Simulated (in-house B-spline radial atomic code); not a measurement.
Successive ionisation energies of chromium; each step leads to the configuration of the next row (after the last: [Ne] 3s2 3p6). Dirac energy differences include first-order Breit, QED and recoil terms. NIST's values go from ground level to ground level; the uncertainty of those that are theory runs from under 0.1 % in few-electron ions to several per cent in heavy many-electron ones. Computed with an all-electron radial atomic-structure program (B-spline basis): Dirac-Hartree-Fock, jj configuration that fills j = l - 1/2 first, finite nuclei.

A number in brackets counts the electrons of a j subshell.

```csv
ion,configuration,ionisation energy (eV),tabulated value (eV),computed minus tabulated (eV),highest orbital,largest mean radius (bohr)
Cr,[Ar] 3d3/2(4) 3d5/2(1) 4s1,5.61,6.76651,-1.15,4s1/2,3.8027
Cr+,[Ar] 3d3/2(4) 3d5/2(1),13.06,16.48631,-3.43,3d5/2,1.3868
Cr2+,[Ar] 3d3/2(4),29.16,30.959,-1.80,3d3/2,1.1988
Cr3+,[Ar] 3d3/2(3),47.11,49.16,-2.05,3d3/2,1.0923
Cr4+,[Ar] 3d3/2(2),67.33,69.46,-2.13,3d3/2,1.0127
Cr5+,[Ar] 3d3/2(1),89.59,90.6349,-1.04,3d3/2,0.94942
```

(1) Where is the largest jump?

(2) How far is this level of theory from the measured and semi-empirical values?

Answers

(1) From Cr to Cr+, by a factor of 2.33 (5.6136 to 13.056 eV); the highest orbital goes from 4s1/2 to 3d5/2.

(2) Over those 6 rows the differences run from -3.43 to -1.04 eV (mean absolute value 1.9 eV). The calculation leaves out correlation and, in open shells, the multiplet splittings that an average leaves out.
